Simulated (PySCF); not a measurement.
Molecule: C3H10GeN, net charge 0, doublet state. It need not be the lowest isomer of its formula. SMILES: [CH3][Ge]([CH3])([CH2])[NH2]
Structure (B3LYP-D3(BJ)/def2-TZVP (Ansatz) minimum search):
```xyz
15

C      0.3595    -1.2578    -1.4621
Ge     0.0030    -0.0229    -0.0213
C     -1.8726     0.5794    -0.1239
C      1.2013     1.5353    -0.0475
N      0.4243    -0.9428     1.5409
H     -0.1671    -1.2196    -2.4088
H      1.1296    -2.0163    -1.3831
H     -2.5510    -0.2704    -0.0461
H     -2.0590     1.0862    -1.0723
H     -2.0904     1.2745     0.6878
H      2.2386     1.2069     0.0040
H      0.9934     2.1817     0.8067
H      1.0570     2.1121    -0.9610
H     -0.1189    -1.7836     1.6897
H      0.3733    -0.3805     2.3809
```
Charge 0, spin multiplicity 2.

Dispersion corrections to the total energy (kcal/mol) from the dftd3 and dftd4 libraries through PySCF: D3(BJ) without and D4 with the three-body term, each with the damping fitted for the functional named.

```csv
functional,D3(BJ),D4
B2PLYP,-6.14,-5.01
BP86,-11.99,-9.70
PW6B95,___,-6.07
revPBE,-17.43,-20.44
B2GP-PLYP,-5.36,___
CAM-B3LYP,-6.07,___
TPSSh,-8.61,-8.74
```

### Question
Some entries are withheld; supply them.

### Answer

- PW6B95, D3(BJ): -4.03
- B2GP-PLYP, D4: -3.09
- CAM-B3LYP, D4: -6.22
